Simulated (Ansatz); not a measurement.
```yaml
crystal:
  periodic: [false, false, false]
  atoms:
    - {symbol: S, position_ang: [-0.562638, -0.432496, 1.978881]}
    - {symbol: W, position_ang: [0.009893, -0.014667, -0.008402]}
    - {symbol: S, position_ang: [1.856677, -0.967728, -0.372746]}
    - {symbol: Cl, position_ang: [-1.530579, -0.857911, -1.401236]}
    - {symbol: Cl, position_ang: [0.276549, 2.199001, -0.237895]}
basis:
  gaussian: {orbitals: def2-TZVP}
magnetization: {spin_polarized: true, initial_magnetization: 0}
hamiltonian: {xc: {name: HF}}
correlation: {active_space: {window: {electrons: 2, orbitals: 1}}}
scf: {lower_state_search: off}
```

```sh
$ ansatz run in.yaml --threads 4 --pin off --events-out ev --progress --plain --max-ram 10444MiB
```

Problem. How does Ansatz answer? (An estimate is asked.)

Solution. The calculation gave: The input was rejected before any iteration.
```
Error: invalid value for `correlation.active_space`: it starts from restricted Hartree–Fock orbitals; set hamiltonian.xc: hf without magnetization.spin_polarized
```
